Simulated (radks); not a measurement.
The numbers below are computed, except where a source is named.
Problem. Dipole-allowed excitations along the series with 36 electrons in [Kr]. Code: a radial shooting solver on a logarithmic mesh with Libxc functionals. Model: scalar-relativistic Kohn-Sham, LDA (Slater exchange, Perdew-Wang correlation), spin-unpolarised, spherical densities, finite nucleus; Fermi nuclear charge, rms radius of each element as measured or else 0.836 A^(1/3) + 0.57 fm. Time-dependent linear response with the Hartree and adiabatic LDA kernel, continuum included through the Sternheimer equations, no spin-orbit coupling, so fine structure and intercombination lines are absent. Lines are the poles of the dipole polarisability below minus the highest occupied eigenvalue, found on a grid refined at the orbital gaps; the lowest seven at most are given, and weak or close lines can be missed. The first line takes the name of the lowest orbital gap if no other gap lies below it; otherwise a line is named after a gap within 0.6 % of it, if that gap stands alone.

species  -e(HOMO) (eV)  lowest orbital gap (eV)      first line (eV)      f  strongest line (eV)  its f  static alpha (bohr^3)
Rb+             21.792             4p-5s 15.776       15.848 (4p-5s)  0.429  19.480 (unassigned)   1.20                  9.461
Sr2+            36.656             4p-5s 23.102  23.214 (unassigned)  0.490  27.348 (unassigned)   3.56                  5.933
Zr4+            72.933             4p-4d 32.354  40.227 (unassigned)   5.38            the first   5.38                  2.987

Estimate the first line of Nb5+, its oscillator strength and the static polarisability.

Solution. 45.929 eV (4p-4d), f = 5.52, alpha = 2.273 bohr^3.
